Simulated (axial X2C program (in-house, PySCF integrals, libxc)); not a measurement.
# TiO⁻: from the spin-free to the two-component result

All values were computed with an in-house relativistic program for diatomic molecules. Spin-free means the one-electron spin-free X2C Hamiltonian; two-component (2c) means X2C with spin–orbit coupling and atomic mean-field two-electron Coulomb and Gaunt terms, so the difference of the two also holds small scalar two-electron terms. Basis: Ti dyall-acv3z [11s11p7d4f2g], O dyall-av3z [7s6p3d2f] (cores contracted in-house); Gaussian nuclei, density fitting, unrestricted open shells. Masses: Ti 47.948 u, O 15.995 u.

Spin-free state: M_S = 1/2, Λ = 2 (beyond evenly filled blocks: δ+α); fragments Ti + O-.

```
level  Re (Å)  ωe (cm⁻¹)  De (eV)  μ (D)
 PBE0   1.627     1006.5    6.642   1.83
```

Dipoles are positive if O is the positive end and refer to the centre of mass.

Within this multiplet, which Ω should lie lowest by the rule for regular and inverted multiplets?

The open δ shell holds one electron, so the multiplet is regular: Ω = Λ − 1/2 = 3/2. The PBE0 2c search agrees, though Ω = 5/2 of the search lies only 0.03 eV higher.

Two-component determinant lowest at the distance of the search:

Ω = 3/2 (⟨Sz⟩ = -0.50, ⟨Lz⟩ = 2.00 at PBE0); fragments Ti + O-.

| level | Re (Å) | ωe (cm⁻¹) | μ (D) |
| --- | --- | --- | --- |
| PBE0 | 1.627 | 1006.4 | 1.83 |

From the two tables, how do the constants change at the PBE0 level (2c against spin-free)?

At the PBE0 level Re is unchanged within 0.001 Å and ωe is unchanged to within 0.2 cm⁻¹.

One determinant describes the state; a PBE0 search over occupations chose it and may have missed a lower one. Dissociation energies refer to the lowest single-determinant-based atoms at the same level and basis. De is not given where an atomic determinant may have missed its ground term or J level, or where the truncated virtual space spoils (T). Density functionals use the spin component along the axis (collinear). Without a current term, density functionals place determinants with orbital angular momentum somewhat too high. The highest occupied level of some functionals is positive through self-interaction error; at Hartree–Fock it is bound. The determinant is spin-polarised beyond a pure state at some levels (its spin-free form has ⟨S²⟩ too high), which makes Re and μ there less reliable.
